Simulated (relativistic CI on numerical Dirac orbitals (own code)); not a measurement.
Calculated at this level of theory: Dirac-Coulomb-Breit CI, separate exchange-only KLI orbitals for each configuration, model QED (radiative potential, 1s self-energy scaled to tabulated hydrogen-like ionisation energies), unscaled Slater integrals (own radial code, finite nucleus).

The strongest absorption lines from the ground level of an ion, among the configurations computed and to levels below about 214 eV (vacuum wavelength in Å, gf): 70.837 (4.3e-07), 95.710 (0.0003), 111.11 (0.11), 112.32 (0.032), 130.63 (1.1e-06), 132.96 (0.00012), 392.95 (1.6), 572.49 (0.015).

Which ion is it?
A. Zr IX
B. Zr XI
C. Zr XIII
D. Kr VII

B. Zr XI has 30 electrons and the ground level 4s2 1S_0; the strongest line goes to 4s.4p 1P°_1. The pattern of lines fixes the number of electrons, and along that sequence the line energies rise steadily with the charge (about as its square where n changes within one kind of shell, about linearly where n is kept but much faster in heavy ions where fine structure, which grows about as Z⁴, sets the gap, and irregularly where shells cross), which fixes Z. Configurations outside the model, such as inner-shell arrays, can give stronger lines. At this charge energies of transitions that change n are usually good to better than 1 %, and those within a shell (Δn = 0) to a few per cent.

LS names give the leading component of a level, which can be under half, so a name can repeat, a term be missing and a line seem to break the LS rules.
